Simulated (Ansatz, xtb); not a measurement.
## Two isomers of CH9GeNSi

We compare I, `[CH3][Ge@@H]([NH2])[SiH3]`, a singlet, with II, `C[Si@@H](N)[GeH3]`, a singlet. Both are isolated molecules in the gas phase, relaxed with r2SCAN-D4/def2-SVP; the shapes shown needn't be the lowest conformers.

I (Å):

```xyz
13

C    -2.0444   -1.2553   -2.2632
Ge   -0.4205   -1.7496   -1.2970
N     1.0021   -1.2345   -2.3713
Si   -0.3930   -0.7522    0.8847
H    -2.9411   -1.6137   -1.7358
H    -2.1159   -0.1614   -2.3632
H    -2.0186   -1.6988   -3.2699
H    -0.3036   -3.2836   -1.1818
H     1.0824   -0.2209   -2.4594
H     1.9006   -1.5702   -2.0237
H    -1.5554   -1.1808    1.7264
H    -0.4433    0.7397    0.7547
H     0.8661   -1.1019    1.6153
```

II (Å):

```xyz
13

C    -1.9367   -1.2842   -2.2764
Ge   -0.4238   -0.4038    0.7468
N     0.9861   -1.6597   -2.1732
Si   -0.4679   -1.7754   -1.2170
H    -2.8822   -1.3968   -1.7224
H    -1.8614   -0.2316   -2.5952
H    -1.9839   -1.9120   -3.1807
H    -0.5712   -3.2031   -0.7809
H     1.2342   -0.7499   -2.5554
H     1.8252   -2.1066   -1.8122
H    -1.6956   -0.4950    1.6141
H    -0.2521    1.0817    0.3631
H     0.7699   -0.7566    1.6565
```

Task: Estimate which is lower in electronic energy at CCSD(T)/def2-SVP + ΔMP2/def2-TZVPP, and by roughly how much.

Result: The CCSD(T)/def2-SVP + ΔMP2/def2-TZVPP calculation puts structure II lower, by 49.6 kJ/mol.

How the difference moves with the method:

| level | geometry | E(II) − E(I) (kJ/mol) | departure from the last row (kJ/mol) | job, with rough time for the two |
| --- | --- | --- | --- | --- |
| GFN2-xTB | GFN2-xTB | −20.6 | +29.0 | optimisation, 0.19 s |
| HF/STO-3G | GFN2-xTB | −26.7 | +22.9 | single point, 0.46 s |
| r2SCAN-D4/def2-SVP//GFN2-xTB | GFN2-xTB | −51.9 | −2.3 | single point, 2.8 s |
| r2SCAN-D4/def2-SVP | r2SCAN-D4/def2-SVP | −56.8 | −7.2 | optimisation, 29 s |
| HF/def2-SVP | r2SCAN-D4/def2-SVP | −54.4 | −4.8 | part of the CCSD(T) run |
| MP2/def2-SVP | r2SCAN-D4/def2-SVP | −49.1 | +0.5 | part of the CCSD(T) run |
| CCSD(T)/def2-SVP | r2SCAN-D4/def2-SVP | −47.7 | +1.9 | single point |
| CCSD(T)/def2-SVP + ΔMP2/def2-TZVPP | r2SCAN-D4/def2-SVP | −49.6 |  | single point, 33 s |

As drawn, II has 1 C–Si, 1 N–Si, 2 Ge–H in place of 1 C–Ge, 1 Ge–N, 2 Si–H.

None of the levels shown reverses the order. The largest departure from CCSD(T)/def2-SVP + ΔMP2/def2-TZVPP is that of GFN2-xTB, 29.0 kJ/mol. A small imaginary or near-zero mode remains, so no thermal terms are given. The last row adds to CCSD(T) the change of the MP2 difference between the two basis sets, here −1.9 kJ/mol.

The correlated steps freeze 16 core orbitals; the filled d shell of Ge is correlated, in a basis made for valence electrons. Programs: Ansatz 0.2.0, xtb 6.7.1; the last row on 2 threads of Intel(R) Xeon(R) 6975P-C (Granite Rapids) on a shared host.
